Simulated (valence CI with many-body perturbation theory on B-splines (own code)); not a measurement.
# Ir54+: calculated level list

Level of theory: relativistic CI+MBPT: five valence electrons over a frozen Dirac-Fock core [Ar], radial functions for each j: 7 s, 7 p, 8 d, 6 f, 4 g, 1 h, with the one-electron correlation potential Σ1 (screened to all orders), the two-electron term Σ2, the three-electron term Σ3, Breit, model QED; selected single and double excitations, second order for the rest, scaled by the run's own slope (own B-spline code, finite nucleus).

No measured spectrum was set against this ion. As an estimate, large intervals hold to a few tenths of a per cent, small ones and those within an open d or f shell to about a per cent. Among the levels kept, up to 570 cm⁻¹ of a level comes from second order outside the variational space, and about a tenth of that is noise between levels of different J, which matters for small intervals. The list stops below the first excitations out of the core. Only levels of the ground parity were solved; by the run's estimate the other parity begins above the list, which can be wrong where configurations are misplaced.

Levels 1 to 30 of 30, with energies above the lowest level, (3d3/2^4 3d5/2) J=5/2. "Leading %" is the weight of the configuration and term that name the level; weights of strongly mixed levels are sums over their largest components and can fall short, so below about 35 % the name and the second component can differ from the true leading terms, or belong to a minority configuration. In the jj column 3d3/2^4 stands for four electrons in 3d with j = 3/2.

| No. | Configuration | Term | J | E (cm⁻¹) | Leading % | g | Leading jj |
| --- | --- | --- | --- | --- | --- | --- | --- |
| 1 | 3d5 | 2D | 5/2 | 0 | 26 | 1.264 | 3d3/2^4 3d5/2 (98 %) |
| 2 | 3d5 | 6S | 5/2 | 585610 | 34 | 1.327 | 3d3/2^3 3d5/2^2 (96 %) |
| 3 | 3d5 | 4G | 7/2 | 682840 | 32 | 1.158 | 3d3/2^3 3d5/2^2 (100 %) |
| 4 | 3d5 | 2H | 11/2 | 692390 | 45 | 1.095 | 3d3/2^3 3d5/2^2 (99 %) |
| 5 | 3d5 | 4D | 3/2 | 699980 | 38 | 1.140 | 3d3/2^3 3d5/2^2 (99 %) |
| 6 | 3d5 | 2G | 9/2 | 741570 | 33 | 1.128 | 3d3/2^3 3d5/2^2 (98 %) |
| 7 | 3d5 | 2D | 5/2 | 774930 | 36 | 1.126 | 3d3/2^3 3d5/2^2 (97 %) |
| 8 | 3d5 | 4P | 1/2 | 809540 | 39 | 1.771 | 3d3/2^3 3d5/2^2 (94 %) |
| 9 | 3d5 | 2F | 7/2 | 811880 | 39 | 1.067 | 3d3/2^3 3d5/2^2 (99 %) |
| 10 | 3d5 | 2D | 3/2 | 962580 | 64 | 0.799 | 3d3/2^3 3d5/2^2 (94 %) |
| 11 | 3d5 | 6S | 5/2 | 1258900 | 36 | 1.313 | 3d3/2^2 3d5/2^3 (95 %) |
| 12 | 3d5 | 4D | 7/2 | 1333600 | 52 | 1.207 | 3d3/2^2 3d5/2^3 (100 %) |
| 13 | 3d5 | 4G | 11/2 | 1335500 | 50 | 1.087 | 3d3/2^2 3d5/2^3 (99 %) |
| 14 | 3d5 | 4G | 9/2 | 1353100 | 64 | 1.139 | 3d3/2^2 3d5/2^3 (98 %) |
| 15 | 3d5 | 2I | 13/2 | 1377200 | 100 | 1.064 | 3d3/2^2 3d5/2^3 (100 %) |
| 16 | 3d5 | 4D | 1/2 | 1397500 | 79 | 0.435 | 3d3/2^2 3d5/2^3 (99 %) |
| 17 | 3d5 | 4P | 3/2 | 1407300 | 54 | 1.159 | 3d3/2^2 3d5/2^3 (98 %) |
| 18 | 3d5 | 2F | 5/2 | 1415500 | 42 | 1.020 | 3d3/2^2 3d5/2^3 (98 %) |
| 19 | 3d5 | 2H | 9/2 | 1459700 | 53 | 1.095 | 3d3/2^2 3d5/2^3 (100 %) |
| 20 | 3d5 | 2G | 7/2 | 1480300 | 61 | 0.978 | 3d3/2^2 3d5/2^3 (100 %) |
| 21 | 3d5 | 4F | 5/2 | 1500400 | 65 | 1.046 | 3d3/2^2 3d5/2^3 (99 %) |
| 22 | 3d5 | 2D | 3/2 | 1502000 | 84 | 0.854 | 3d3/2^2 3d5/2^3 (94 %) |
| 23 | 3d5 | 2G | 7/2 | 1555200 | 48 | 1.026 | 3d3/2^2 3d5/2^3 (98 %) |
| 24 | 3d5 | 4P | 1/2 | 1556400 | 46 | 1.749 | 3d3/2^2 3d5/2^3 (90 %) |
| 25 | 3d5 | 2G | 9/2 | 1630500 | 80 | 1.102 | 3d3/2^2 3d5/2^3 (98 %) |
| 26 | 3d5 | 2P | 3/2 | 1762000 | 74 | 1.176 | 3d3/2^2 3d5/2^3 (98 %) |
| 27 | 3d5 | 2D | 5/2 | 1795900 | 80 | 1.174 | 3d3/2^2 3d5/2^3 (96 %) |
| 28 | 3d5 | 4P | 5/2 | 2018100 | 34 | 1.238 | 3d3/2 3d5/2^4 (97 %) |
| 29 | 3d5 | 2F | 7/2 | 2095300 | 28 | 1.176 | 3d3/2 3d5/2^4 (100 %) |
| 30 | 3d5 | 2H | 11/2 | 2106500 | 54 | 1.067 | 3d3/2 3d5/2^4 (100 %) |

The ionisation energy to 3d4 3P_0 of the next ion comes out as 5229.5 eV (NIST: 5229 ± 5 eV (theoretical)). All 30 levels together are meant to be complete up to 2119000 cm⁻¹.
